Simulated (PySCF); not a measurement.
ClH6NSi3, SMILES Cl[SiH]1[SiH2]N[SiH2]1. Atoms are numbered in the order given.

```xyz
11

Cl     2.4310    -0.3873     0.0000
Si     0.6454     0.7032     0.0000
Si    -1.0535    -0.0515    -1.4606
N     -2.0034    -0.3730     0.0000
Si    -1.0535    -0.0515     1.4606
H      0.9882     2.1672     0.0000
H     -1.7035     0.9492    -2.3862
H     -0.7267    -1.2749    -2.2813
H     -2.9674    -0.7219     0.0000
H     -0.7267    -1.2749     2.2813
H     -1.7035     0.9492     2.3862
```

Coordinates come from a PBE-D3(BJ)/def2-SVP optimisation. The structure was generated by enumeration, and PubChem lists no compound with its InChIKey, so it may never have been made.

Level of theory: PBE-D3(BJ)/def2-SVP (PySCF).

Frequencies are harmonic and unscaled.

```
mode  ν (cm⁻¹)  IR (km/mol)  moving atoms (share of kinetic energy)
----  --------  -----------  --------------------------------------
1           60          0.2        N 41 %, Cl 21 %, H 19 %, Si 19 %
2          121          0.8                Si 55 %, Cl 32 %, H 13 %
3          139          0.8        Si 39 %, H 28 %, Cl 21 %, N 13 %
4          318          0.4        Si 63 %, N 16 %, H 11 %, Cl 10 %
5          390          0.1                         Si 60 %, H 40 %
6          392          8.1                Si 58 %, H 25 %, Cl 12 %
7          439          4.3                         H 62 %, Si 37 %
8          441         74.2                         H 84 %, Si 10 %
9          476         21.1                         H 66 %, Si 32 %
10         556         59.3                Si 57 %, Cl 31 %, H 11 %
11         590         17.3                         H 85 %, Si 14 %
12         662         63.1                          H 75 %, N 17 %
13         664          0.1                                  H 92 %
14         678         11.5                 H 44 %, N 36 %, Si 20 %
15         692         15.2                         H 80 %, Si 17 %
16         745        129.4                         H 88 %, Si 10 %
17         832        112.2                 N 42 %, H 39 %, Si 19 %
18         853        227.0                 H 61 %, Si 21 %, N 19 %
19         932        224.7                                  H 97 %
20         967          9.4                                  H 89 %
21        1082         85.4                          H 69 %, N 29 %
22        2123        249.6                                  H 98 %
23        2127        160.1                                  H 96 %
24        2131         29.3                                  H 96 %
25        2135         91.8                                  H 97 %
26        2158         99.1                                  H 97 %
27        3499         27.0                                  H 93 %
```
